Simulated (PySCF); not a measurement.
# Ionisation energy of In⁺ by level of theory

In⁺ [Kr] 4d10 5s2 (1S) → In²⁺ [Kr] 4d10 5s1 (2S), as a difference of total energies. Calculation: PySCF 2.14, in cc-pVTZ-PP with ECP28MDF; scalar relativity through the core potential. Correlated levels: valence: 4s2 4p6 4d10 frozen. The calculations carry no spin-orbit coupling.

```tsv
method	ionisation energy (eV)
UHF	17.012
TPSS	18.773
M06-L	18.667
SCS-MP2 (valence)	17.771
```

Problem. Estimate what MP2 (valence) gives.

Solution. 17.645 eV, closest to SCS-MP2 (valence) among the rows shown.

Problem. Estimate what CCSD (valence) gives.

Solution. 17.901 eV, closest to SCS-MP2 (valence) among the rows shown.

Errors of the correlated levels include the incompleteness of this basis and the frozen core.

With two correlated electrons CCSD is exact in that space.

For comparison: 18.870 eV (measured; NIST Atomic Spectra Database, ionization energies).
